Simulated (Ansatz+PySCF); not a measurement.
Values are calculated unless marked as measured or tabulated.
## PySCF 2.14.0 run

```python
from pyscf import gto, scf, cc

mol = gto.M(atom="""
Ca 0.000000 0.000000 0.000000
O 0.000000 0.000000 2.320000
""", basis='sto-3g', charge=0, spin=0)
mf = scf.RHF(mol)
mf.kernel()
mycc = cc.CCSD(mf, frozen=10).run()
et = mycc.ccsd_t()
print(mf.e_tot, mycc.e_corr, et, mycc.e_tot + et)
```

The script is written out from the run's settings.

Output:

```
Converged                       : yes
Reference energy                : -743.64980 hartree
CCSD correlation energy         : -0.11763 hartree
Triples correction              : -0.00628 hartree
Total energy                    : -743.77371 hartree
Spin squared of the determinant : 0.000
```

Caution: large amplitudes, a single reference is doubtful; an unrestricted determinant lies well below.
